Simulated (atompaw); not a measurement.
gold: variants of one PAW (atompaw) potential

Base potential:

- Element: gold
- Generator: atompaw 4.2.0.5
- Type: PAW
- Functional: PBE
- Relativity: scalar-relativistic
- Frozen core: [Kr] 4d10 4f14 5s2
- Valence charge: 17
- Reference configuration: 5p6 5d10 6s1 6p0
- Partial waves: 6s (bound): rc 2.80 bohr; 6s channel at 0.35 Ry: rc 2.80 bohr; 5p (bound): rc 1.35 bohr; 6p (bound, empty): rc 1.45 bohr; 5d (bound): rc 2.80 bohr; 5d channel at 3.45 Ry: rc 2.80 bohr
- Local potential: bessel scheme, radius 2.70 bohr
- Core correction: smooth core density matched at 2.15 bohr
- Augmentation charge: sinc compensation charge, radius 2.70 bohr; PAW radius 2.80 bohr; waves and projectors: custom polynom vanderbiltortho

Cutoffs, loose and tight: the cutoffs (Ry, on a coarse ladder) from which the occupation-weighted sum of valence levels, in a spherical-Bessel basis at the reference potential, stays within 10 and 1 mRy of its value at 400 Ry. They see the waves, projectors and local potential, not the compensation charge or the core. A dash means not determined.

A true bound ghost makes a file unfit for plane-wave use even where its test errors are small: the radial tests pick states by their node count and pass the ghost by.

| change | outcome | cutoff, loose | cutoff, tight | bound ghosts |
| --- | --- | --- | --- | --- |
| base | generated | 40 Ry | 70 Ry | none |
| all radii scaled by about 0.74 (s 2.08, p 1.00, d 2.08 bohr); local potential bessel scheme, radius 2.00 bohr; augmentation sinc compensation charge, radius 2.00 bohr; PAW radius 2.08 bohr; waves and projectors: custom polynom vanderbiltortho; core correction smooth core density matched at 1.60 bohr | generated | 120 Ry | 200 Ry | s |
| all radii scaled by about 0.80 (s 2.24, p 1.08, d 2.24 bohr); local potential bessel scheme, radius 2.16 bohr; augmentation sinc compensation charge, radius 2.16 bohr; PAW radius 2.24 bohr; waves and projectors: custom polynom vanderbiltortho; core correction smooth core density matched at 1.72 bohr | generated | 70 Ry | 140 Ry | s |
| all radii scaled by about 0.89 (s 2.48, p 1.20, d 2.48 bohr); local potential bessel scheme, radius 2.40 bohr; augmentation sinc compensation charge, radius 2.40 bohr; PAW radius 2.48 bohr; waves and projectors: custom polynom vanderbiltortho; core correction smooth core density matched at 1.90 bohr | generated | 55 Ry | 70 Ry | none |
| all radii scaled by about 0.93 (s 2.60, p 1.26, d 2.60 bohr); local potential bessel scheme, radius 2.50 bohr; augmentation sinc compensation charge, radius 2.50 bohr; PAW radius 2.60 bohr; waves and projectors: custom polynom vanderbiltortho; core correction smooth core density matched at 2.00 bohr | generated | 40 Ry | 70 Ry | none |
| all radii scaled by about 1.06 (s 2.96, p 1.42, d 2.96 bohr); local potential bessel scheme, radius 2.84 bohr; augmentation sinc compensation charge, radius 2.84 bohr; PAW radius 2.96 bohr; waves and projectors: custom polynom vanderbiltortho; core correction smooth core density matched at 2.26 bohr | generated | 45 Ry | 70 Ry | none |
| all radii scaled by about 1.10 (s 3.08, p 1.48, d 3.08 bohr); local potential bessel scheme, radius 2.98 bohr; augmentation sinc compensation charge, radius 2.98 bohr; PAW radius 3.08 bohr; waves and projectors: custom polynom vanderbiltortho; core correction smooth core density matched at 2.38 bohr | generated | 45 Ry | 70 Ry | none |
| all radii scaled by about 1.22 (s 3.42, p 1.64, d 3.42 bohr); local potential bessel scheme, radius 3.30 bohr; augmentation sinc compensation charge, radius 3.30 bohr; PAW radius 3.42 bohr; waves and projectors: custom polynom vanderbiltortho; core correction smooth core density matched at 2.62 bohr | generated | 45 Ry | 55 Ry | none |
| all radii scaled by about 1.29 (s 3.60, p 1.74, d 3.60 bohr); local potential bessel scheme, radius 3.48 bohr; augmentation sinc compensation charge, radius 3.48 bohr; PAW radius 3.60 bohr; waves and projectors: custom polynom vanderbiltortho; core correction smooth core density matched at 2.76 bohr | generated | 40 Ry | 50 Ry | none |

(1) What comes out with this change to the base: all radii scaled by about 1.16 (s 3.24, p 1.56, d 3.24 bohr); local potential bessel scheme, radius 3.12 bohr; augmentation sinc compensation charge, radius 3.12 bohr; PAW radius 3.24 bohr; waves and projectors: custom polynom vanderbiltortho; core correction smooth core density matched at 2.48 bohr?

## Answers

(1) outcome: generated; cutoff, loose: 45 Ry; cutoff, tight: 60 Ry; bound ghosts: none.

Reading the sweep of the scale of all radii (base = 1) (base included, trends over the rows without a ghost): The loose cutoff falls from 55 Ry at 0.89 to 40 Ry at 1.29, with one reversal. A larger radius leaves more room for a smooth pseudo-wave, so fewer plane waves are needed; a smaller one forces it to follow the all-electron wave where it bends sharply. Bound ghosts are found at 0.74, 0.8.
